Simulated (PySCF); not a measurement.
**Sr (strontium, neutral): PW91 calculation**

Configuration: [Kr] 5s2, closed-shell 1S. All numbers are calculated (PySCF 2.14, scalar relativity through the core potential, in def2-TZVPPD with the def2 core potential (28 electrons)).

| Item | Value |
| --- | --- |
| Total energy | -30.7042 hartree |
| One-electron energy | -50.0187 hartree |
| Hartree (Coulomb) energy | 23.5619 hartree |
| Exchange-correlation energy | -4.2474 hartree |
| ⟨S²⟩ | 0.0000 |
| ⟨L²⟩ | 0.000 |
| Sum of ⟨r⟩ | 20.98 bohr |
| Sum of ⟨r²⟩ | 64.19 bohr² |

| shell | electrons | mean orbital energy (eV) | rms radius, mean of both spins (bohr) |
| --- | --- | --- | --- |
| 4s | 2 | -41.410 | 1.46 |
| 4p | 6 | -23.065 | 1.69 |
| 5s | 2 | -3.557 | 4.62 |

Energies and moments cover only the electrons outside the core potential.
